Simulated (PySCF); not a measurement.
A side-by-side comparison of computed properties.

First species: (CH3CH2)2CF2, C5H10F2.
Z-matrix (Å and degrees, GFN2-xTB geometry), rows numbered from 1:
```
C 
C   1  1.5257
C   2  1.5261  1  111.71
F   3  1.3716  2  109.57  1    52.37
F   3  1.3693  2  109.49  1   -61.40
C   3  1.5277  2  115.73  1   174.68
C   6  1.5234  3  113.10  2    59.15
H   1  1.0873  2  110.20  3    59.22
H   1  1.0867  2  110.05  3   179.21
H   1  1.0872  2  110.36  3   -60.65
H   2  1.0909  1  110.34  3   120.12
H   2  1.0902  1  109.89  3  -119.65
H   6  1.0924  3  106.87  2  -179.91
H   6  1.0910  3  107.80  2   -63.86
H   7  1.0875  6  110.26  3    52.06
H   7  1.0870  6  111.18  3   -68.91
H   7  1.0868  6  109.70  3   171.36
```

Second species: C9H13P.
SMILES: `CCCPC1=CC=CC=C1`

Levels: PBE0/pcSseg-1 for dipole moment, HOMO energy, LUMO energy and HOMO–LUMO gap; GFN2-xTB for rotational constant A and rotational constant C. Geometries: GFN2-xTB. Each species is one conformer at its optimised geometry, gas phase, non-relativistic unless stated. Electronic properties by PySCF.

The conformers computed, where there is a choice (atom-mapped SMILES and torsion angles):
- `[CH3:1][CH2:2][C:3]([F:4])([F:5])[CH2:6][CH3:7]`: C1–C2–C3–F4 52°, C2–C3–C6–C7 59°
- `[CH3:1][CH2:2][CH2:3][PH:4][c:5]1[cH:6][cH:7][cH:8][cH:9][cH:10]1`: C1–C2–C3–P4 -178°, C2–C3–P4–C5 -166°, C3–P4–C5–C6 -80°

(1) Which has the higher LUMO energy?

(2) Which has the higher rotational constant C?

(3) Which has the higher HOMO energy?

(4) Which has the higher dipole moment?

(5) Which has the higher rotational constant A?

(6) Which of the two has the higher HOMO–LUMO gap, and by how much?

Answers

(1) The first: 1.42 eV against -0.43 eV, a difference of 1.85 eV.

(2) The first: 1.703 GHz against 0.500 GHz, a difference of 1.203 GHz.

(3) The second: -6.60 eV against -8.99 eV, a difference of 2.39 eV.

(4) The first: 2.29 D against 1.37 D, a difference of 0.92 D.

(5) The first: 3.682 GHz against 2.625 GHz, a difference of 1.057 GHz.

(6) The first: 10.41 eV against 6.17 eV, a difference of 4.24 eV.

On the first: In atomic units the dipole is 0.90 e·bohr (1 au = 2.5417 D).

On the second: The dipole equals about 4.6 × 10⁻³⁰ C·m (1 D = 3.33564 × 10⁻³⁰ C·m).
